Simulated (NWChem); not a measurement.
Isomers of CH5F2NOSi, each optimised at PBE0/def2-SVP with NWChem, gas phase unless a solvent is named. Flexible species stand in one conformer each, which need not be the lowest.  Relative energies count from the lowest isomer at each level and are electronic, without zero-point energy, on those geometries.

A: [Si](N)(F)(F)OC
B: NC[Si](O)(F)F
C: N[Si@](F)(CF)O
D: CN[Si](F)(O)F

Question: Which isomer is lowest, and do the levels agree? Levels: PBE0/def2-SVP; PBE/def2-SVP; B3LYP/def2-SVP; M06-2X/def2-SVP; CAM-B3LYP/def2-SVP; LDA (Slater exchange, VWN5)/def2-SVP; BLYP/def2-SVP.

Answer: All put D lowest.
| quantity | A | B | C | D |
|---|---|---|---|---|
| relative energy, PBE0/def2-SVP (kcal/mol) | 3.6 | 16.5 | 41.0 | 0.0 |
| relative energy, PBE/def2-SVP (kcal/mol) | 3.4 | 14.9 | 39.6 | 0.0 |
| relative energy, B3LYP/def2-SVP (kcal/mol) | 2.5 | 17.1 | 41.3 | 0.0 |
| relative energy, M06-2X/def2-SVP (kcal/mol) | 3.2 | 19.4 | 43.1 | 0.0 |
| relative energy, CAM-B3LYP/def2-SVP (kcal/mol) | 2.4 | 18.0 | 42.1 | 0.0 |
| relative energy, LDA (Slater exchange, VWN5)/def2-SVP (kcal/mol) | 3.7 | 16.1 | 40.8 | 0.0 |
| relative energy, BLYP/def2-SVP (kcal/mol) | 2.2 | 15.8 | 40.2 | 0.0 |
